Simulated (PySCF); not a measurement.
disilazane (H7NSi2), SMILES N([SiH3])[SiH3].

Coordinates come from a PBE-D3(BJ)/def2-SVP optimisation.

Method: r2SCAN/def2-TZVPD run with PySCF.

Isolated molecule, no solvent.

```json
{
 "total_energy": "-637.93115 hartree",
 "point_group": "Cs",
 "highest_occupied_level": "-6.48 eV",
 "lowest_empty_level": "-0.66 eV",
 "orbital_gap": "5.82 eV",
 "dipole_moment": "0.90 D",
 "quadrupole, principal values (traceless, Buckingham form, about the centre of nuclear charge)": "-2.36, -1.70, 4.06 D·Å",
 "mean_static_polarisability": "66.1 bohr³ (9.79 Å³)",
 "polarisability_principal_values": "59.9, 60.9, 77.4 bohr³"
}
```
